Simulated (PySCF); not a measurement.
C₃H₇NSi, SMILES C=C=CN[SiH3].

Coordinates come from a B3LYP-D3(BJ)/def2-SVP optimisation. This is a generated structure with no PubChem entry under its InChIKey; it may be hypothetical. One conformer was computed; it need not be the lowest.

Computed with PBE/def2-TZVP (PySCF).

Gas-phase values at a fixed geometry.

```yaml
total_energy: -462.41613 hartree
point_group: Cs
highest_occupied_level: -4.86 eV
lowest_empty_level: -1.23 eV
orbital_gap: 3.63 eV
dipole_moment: 1.25 D
quadrupole, principal values (traceless, Buckingham form, about the centre of nuclear charge): -4.30, -2.88, 7.18 D·Å
mean_static_polarisability: 75.4 bohr³ (11.18 Å³)
polarisability_principal_values: 54.0, 66.6, 105.7 bohr³
```
